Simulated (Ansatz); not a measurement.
Li8Cl8⁺ (started as a model of: 1x4x4 LiCl rock-salt block). Total charge 1; doublet. Geometry PBE0-D4/def2-SVP, that of the neutral singlet.

```xyz
16

Li    0.136   -2.309   -3.658
Cl    1.108   -2.887   -1.779
Li    2.678   -2.002   -0.347
Cl    3.677   -2.291    1.581
Cl   -0.916   -0.400   -3.424
Li    0.045   -0.804   -1.269
Cl    1.785    0.241   -0.087
Li    2.588   -0.460    2.095
Li   -2.587    0.463   -2.097
Cl   -1.789   -0.241    0.086
Li   -0.048    0.800    1.271
Cl    0.916    0.398    3.425
Cl   -3.673    2.295   -1.584
Li   -2.678    2.004    0.346
Cl   -1.109    2.885    1.781
Li   -0.134    2.308    3.658
```

At PBE-D4/def2-TZVP the gap within one spin of the charge 1 doublet nearly closes, so an electron or hole may be smeared out by delocalisation error.

(1) Estimate the α-spin orbital energies around the gap (eV) in Ansatz with HF/def2-TZVP, PBE-D4/def2-TZVP, PBE0-D4/def2-TZVP.

## Answers

(1) 
```
orbital  HF/def2-TZVP  PBE-D4/def2-TZVP  PBE0-D4/def2-TZVP
 HOMO−5        -14.78            -11.03             -12.23
 HOMO−4        -14.71            -11.00             -12.22
 HOMO−3        -14.54            -10.82             -12.00
 HOMO−2        -13.46            -10.82             -11.99
 HOMO−1        -13.32            -10.81             -11.95
   HOMO        -12.88            -10.79             -11.90
   LUMO         -2.57             -4.21              -3.52
 LUMO+1         -1.86             -3.93              -3.23
 LUMO+2         -1.62             -3.41              -2.84
 LUMO+3         -1.45             -3.36              -2.74
 LUMO+4         -1.24             -3.17              -2.44
 LUMO+5         -0.28             -2.91              -2.24
 β HOMO        -12.88            -10.71             -11.48
 β LUMO         -7.85            -10.68             -11.00
```
